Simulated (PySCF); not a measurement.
SiOBr2, SMILES Br[Si](=O)Br.

Coordinates come from a B3LYP-D3(BJ)/def2-SVP optimisation.

These are TDDFT-PBE/def2-SVPD run with PySCF values and carry that method's errors.

Vertical excitations.  State labels are in the subgroup C2v.

Computed lowest excited states:
```csv
state,symmetry,energy (eV),λ (nm),f,main pairs
S1,B2,4.10,303,0.010,HOMO→LUMO 99 %
S2,A2,4.52,275,0.000,HOMO→LUMO+1 100 %
S3,B1,4.61,269,0.001,HOMO−1→LUMO 99 %
S4,B2,5.02,247,0.031,HOMO−2→LUMO 96 %
S5,A2,5.16,240,0.000,HOMO−3→LUMO 100 %
S6,A1,5.30,234,0.002,"HOMO−4→LUMO 68 %, HOMO−1→LUMO+1 31 %"
S7,A2,5.33,233,0.000,HOMO−2→LUMO+1 100 %
S8,B1,5.73,216,0.000,HOMO−4→LUMO+1 99 %
S9,A1,5.77,215,0.038,"HOMO−1→LUMO+1 44 %, HOMO−6→LUMO 28 %, HOMO−4→LUMO 24 %"
S10,B2,5.93,209,0.091,HOMO−3→LUMO+1 89 %
T1,B2,3.77,329,0,HOMO→LUMO 100 %
T2,A2,4.23,293,0,HOMO→LUMO+1 99 %
T3,B1,4.25,292,0,HOMO−1→LUMO 98 %
T4,A1,4.41,281,0,HOMO−1→LUMO+1 95 %
```
Triplets are in the Tamm–Dancoff approximation, which puts them higher than full response would, so one can lie above its singlet here.
